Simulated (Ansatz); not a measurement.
Several settings on one geometry of the cluster NbSe2 (that of the charge 0 doublet, r2SCAN-D4/def2-TZVP). Ansatz on 2 threads of Arm Neoverse V2 on a shared host; times are rough.

```xyz
3

Nb    0.421    1.025    0.918
Se   -0.402    0.300   -1.279
Se   -0.019   -1.325    0.362
```

Totals from different functionals, basis sets or treatments of relativity can't be compared as stabilities.

In the def2 sets Nb takes a core potential; there is no spin–orbit coupling. LC-ωPBE has ω = 0.4 bohr⁻¹. B3LYP takes the VWN-RPA correlation. Correlated methods freeze 18 core orbitals; core or outer-core shells of Nb, Se are correlated, in sets that lack core-valence functions.

At r2SCAN-D4/def2-TZVP a quartet lies 0.52 eV below the doublet of charge 0, at its own geometry.

**Question.** Give the basis size and estimate the energy, ⟨S²⟩, dipole and time of these runs.

```csv
run,method,charge,state,further keys
1,ROKS LC-ωPBE/def2-TZVPD,0,doublet,scf: {omitted_lower_state_checks: [starts]}; forces asked
2,"UHF, rpa/def2-TZVPP",0,doublet,"point_charges: [{charge: 2.00, position_ang: [5.332, 0.425, -0.067]}]; scf: {lower_state_search: off}"
3,UKS B3LYP/def2-mTZVP,0,doublet,scf: {lower_state_search: full}; forces asked
```

**Answer.** 
```
run  functions  energy (Eh)  ⟨S²⟩  dipole (D)  wall time
  1        154   -4859.3731     –        6.36       20 s
  2        152   -4857.0587  2.56           –        9 s
  3        105   -4860.1374  1.65        3.91       70 s
```

At UHF, rpa/def2-TZVPP, UKS B3LYP/def2-mTZVP the charge 0 doublet is spin-contaminated (final ⟨S²⟩ up to 2.56, 0.75 for a pure state).
